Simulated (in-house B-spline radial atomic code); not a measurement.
Zn⁷⁺. Computed with a B-spline radial atomic code. Model: all-electron spherical atom, spin shells full or empty, radial basis limit, no spin-orbit coupling, Breit or QED, empty-state partial waves extrapolated as (l+1/2)^-4, RPA, G0W0 and static COHSEX of the highest shell as one setting changes (uncorrelated shells keep exact exchange).

Given: element Zn; charge 7; filled core Ar; hamiltonian one-electron scalar X2C; mean-field start PBE; highest l of empty states 9; nuclear rms radius 3.9283 fm; highest mean-field shell 3d up.

Shell: 3d 5 0 (electrons up and down).

| lowest nl shells left uncorrelated | RPA correlation energy (hartree) | G0W0 level (eV) | G0W0 minus most complete (meV) | COHSEX level (eV) | linearised minus solved G0W0 (meV) |
| --- | --- | --- | --- | --- | --- |
| 0 | -1.616 | -173.88 | 0 | -178.44 | -38.5 |
| 1 | -1.4666 | -173.88 | 0.7 | -178.44 | -38.5 |
| 2 | ? | ? | ? | ? | ? |
| 3 | -0.82089 | -173.72 | 160.9 | -178.38 | -37.8 |
| 4 | ? | ? | ? | ? | ? |
| 5 | -0.15516 | -174.79 | -910.9 | -177.23 | -39.7 |

Q: What follows for lowest nl shells left uncorrelated = 4?

A: RPA correlation energy -0.65046 hartree; G0W0 level -173.9 eV; G0W0 minus most complete -27.5 meV; COHSEX level -178.24 eV; linearised minus solved G0W0 -38.1 meV.

Q: What follows for lowest nl shells left uncorrelated = 2?

A: RPA correlation energy -1.2957 hartree; G0W0 level -173.84 eV; G0W0 minus most complete 36.1 meV; COHSEX level -178.4 eV; linearised minus solved G0W0 -38.3 meV.
